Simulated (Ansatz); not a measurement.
Consider the redistribution: `C[SiH2][AlH][GaH2]` + `C[SiH3]` → `[CH3][AlH][SiH2]C` + `[SiH3][GaH2]`.

Computed with Ansatz on PBE0-D4/def2-TZVP structures; ΔE is electronic, products minus reactants. CCSD(T)/CBS adds triple-zeta CCSD(T) − MP2 to the extrapolated MP2 energy (def2 sets, frozen cores). This one scheme is used for every species. DFT in def2-TZVPP. For Ga outer-core shells are correlated without core-valence functions, which leaves a few kJ/mol of doubt a bond. Scalar relativity is left out up to krypton. One conformer a species, not always the lowest.

Question: Is it downhill or uphill in electronic energy at CCSD(T)/CBS, and by how much? (Best estimate.)

Answer: The calculation gave: Uphill: ΔE = +11.1 kJ/mol.

Question: What do these levels give: r2SCAN, PBE0, HF/def2-SVP, MP2/def2-TZVPP, CCSD(T)/def2-TZVPP, HF/CBS(def2)? (Estimate.)

Answer: Computed: r2SCAN 9.9, PBE0 11.1, HF/def2-SVP 12.2, MP2/def2-TZVPP 9.2, CCSD(T)/def2-TZVPP 10.8, HF/CBS(def2) 15.8 kJ/mol.

Largest T1 diagnostic among the species: 0.013.

In def2-TZVPP, CCSD(T) changes the Hartree–Fock value by −4.9 kJ/mol (the triples alone add −0.6 kJ/mol) and MP2 by −6.5 kJ/mol. Leaving LDA and LC-ωPBE aside and taking each functional with its dispersion term where it has one, the values, not all of them listed here, spread over 3.7 kJ/mol, from B97M-V to BHLYP-D4.
